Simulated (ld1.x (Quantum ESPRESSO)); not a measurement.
# Which setting gave this result? (Eu (Z = 63), RRKJ)

Base potential:

- Element: europium (Eu)
- Generator: ld1.x (Quantum ESPRESSO) 7.5
- Type: norm-conserving RRKJ (Kleinman–Bylander form)
- Functional: PBEsol
- Relativity: scalar-relativistic
- Frozen core: [Kr] 4d10 5s2
- Valence charge: 15
- Reference configuration: 4f7 5p6 5d0 6s1 6p0 (charge +1)
- Partial waves: 5p (bound): rc 2.20 bohr; 5d (bound, empty): rc 2.55 bohr; 4f (bound): rc 0.85 bohr; 6s (bound): rc 2.50 bohr
- Local potential: the s channel
- Core correction: a·sin(br)/r model core, default radius (core density twice the valence density)
- rho0: 0.02

Cutoffs, loose and tight: the cutoffs (Ry, on a coarse ladder) from which the occupation-weighted sum of valence levels, in a spherical-Bessel basis at the reference potential, stays within 10 and 1 mRy of its value at 400 Ry. They do not see the model core or the augmentation charge, which bear on the density cutoff. Test errors are all-electron minus pseudo excitation energies from the reference, over the configurations 4f7 5p6 5d0 6s2 6p0; 4f7 5p6 5d0 6s0 6p0; 4f6 5p6 5d0 6s0 6p0; 4f7 5p6 5d1 6s0 6p0; 4f5 5p6 5d0 6s0 6p0; 4f6 5p6 5d1 6s2 6p0; 4f7 5p6 5d0 6s1.5 6p0; variants that change the core or the reference have their own tests. The largest error is taken over the tests solved by every variant that gives reliable tests at all, those not shown here included: 4f5 5p6 5d0 6s0 6p0; 4f6 5p6 5d0 6s0 6p0; 4f7 5p6 5d0 6s0 6p0; 4f7 5p6 5d0 6s1.5 6p0; 4f7 5p6 5d1 6s0 6p0.

Only the f radius is moved (2 further runs of the sweep failed or gave no value and are left out):

| f radius (bohr) | cutoff, loose | cutoff, tight | bound ghosts | largest test error (meV) |
| --- | --- | --- | --- | --- |
| 0.82 | 300 Ry | over 300 Ry | none | -5506 |
| 1.02 | 230 Ry | 300 Ry | none | -4928 |
| 1.16 | 200 Ry | 260 Ry | none | -4342 |
| 1.26 | 180 Ry | 260 Ry | none | -3871 |

One more run gave cutoff, loose: 260 Ry; cutoff, tight: over 300 Ry; bound ghosts: none; largest test error (meV): -5247. Which value of the f radius was used?

0.94 bohr. The loose cutoff moves one way along this sweep, from 300 Ry at 0.82 to 180 Ry at 1.26 bohr, which places the run between 0.82 and 1.02 bohr.
